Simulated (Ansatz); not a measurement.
**Ligand exchange: C3H6ClIn + C2H2F2 → C3H7In + C2HClF2**

Species: C3H6ClIn `C=C[CH2][InH][Cl]`, singlet; C2H2F2 (1,2-difluoroethene) `F/C=C/F`, singlet; C3H7In `C=C[CH2][InH2]`, singlet; C2HClF2 `F/C=C(\F)Cl`, singlet. The partners trade Cl for H: In–Cl and C–H bonds give way to In–H and C–Cl.

Shapes, held fixed at every level: PBE0-D4/def2-TZVP. Flexible molecules stand in one conformer, not always the lowest. Programs: Ansatz 0.2.0. The zero-point and thermal change to 298 K, harmonic and unscaled (PBE0-D4/def2-TZVP), is -12.5 kJ/mol.

| level | kind | ΔH(298 K) (kJ/mol) | less CCSD(T)/def2-TZVPP |
| --- | --- | --- | --- |
| HF/def2-SVP | Hartree–Fock | +238.0 | +50.6 |
| PBE0-D4/def2-TZVPP | global hybrid | +180.7 | -6.7 |
| r2SCAN0-D4/def2-TZVPP | global hybrid | +185.3 | -2.1 |
| wB97X-V/def2-TZVPP | range-separated hybrid | +187.0 | -0.4 |
| B2PLYP/def2-TZVPP | double hybrid | +193.0 | +5.6 |
| CCSD/def2-SVP | coupled cluster or CI | +199.5 | +12.1 |
| CCSD(T)/def2-TZVPP | coupled cluster or CI | +187.4 | 0.0 |

The highest level, CCSD(T)/def2-TZVPP, gives ΔH(298 K) = +187.4 kJ/mol; the levels span +180.7 to +238.0. The column of differences is taken from that level and isn't an error. No measured value is set beside it here. For atoms past krypton def2 sets carry core potentials with scalar relativity. Outer-core shells of In are correlated, in sets that cover them unevenly.
